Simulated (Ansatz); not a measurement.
`OB(Cl)C=S` + H₂ → `OBCl` + `C=S` at 500 K and 1 bar (hydrogenolysis of a B–C bond).

Computed with Ansatz on PBE0-D4/def2-TZVP structures; ΔE is electronic, products minus reactants. CCSD(T)/CBS adds triple-zeta CCSD(T) − MP2 to the extrapolated MP2 energy (def2 sets, frozen cores). This one scheme is used for every species. Each species was taken in one conformer, which may not be the lowest.

```json
{"species": "`OB(Cl)C=S`", "CCSD(T)/CBS energy (Eh)": "-996.85380", "H − E (kJ/mol)": "134.8", "S (J/(mol·K))": "373.0"}
{"species": "H₂", "CCSD(T)/CBS energy (Eh)": "-1.17544", "H − E (kJ/mol)": "41.0", "S (J/(mol·K))": "145.5"}
{"species": "`OBCl`", "CCSD(T)/CBS energy (Eh)": "-561.03999", "H − E (kJ/mol)": "100.1", "S (J/(mol·K))": "295.7"}
{"species": "`C=S`", "CCSD(T)/CBS energy (Eh)": "-436.98974", "H − E (kJ/mol)": "83.9", "S (J/(mol·K))": "252.6"}
```

H − E and S are ideal-gas, rigid-rotor, harmonic terms from PBE0-D4/def2-TZVP, for one conformer and one mirror image of each species. The MP2-based limit puts H₂ 0.8 mEh under its directly extrapolated value; such offsets cancel only in part. 1 Eh = 2625.50 kJ/mol, R = 8.31446 J/(mol·K).

Q: By hand: ΔE, ΔH, ΔS and ΔG.

A: ΔE = (-561.03999) + (-436.98974) − (-996.85380) − (-1.17544) = -0.00049 Eh = -1.3 kJ/mol. Δ(H − E) = 100.1 + 83.9 − 134.8 − 41.0 = 8.2, so ΔH = 6.9 kJ/mol. ΔS = 295.7 + 252.6 − 373.0 − 145.5 = 29.8 J/(mol·K). ΔG = 6.9 − 500 × (29.8)/1000 = -8.0 kJ/mol.

Q: By hand: the equilibrium constant, and the temperature at which ΔG would vanish if ΔH and ΔS stayed fixed.

A: log₁₀ K = −ΔG/(RT ln 10) = 0.8. ΔG = 0 at ΔH/ΔS = 232 K, though so small a ΔH makes that figure unsure.

TΔS isn't small against ΔH here. A doubt of 5 kJ/mol in ΔE shifts log₁₀ K by 0.5 here. Other conformers and mirror images would add mixing entropy, several J/(mol·K) or more a flexible species. These are equilibria of isolated gas molecules and say nothing of rates. Largest T1 diagnostic: 0.016 (customary marks: 0.02 for closed shells, 0.045 for open ones).
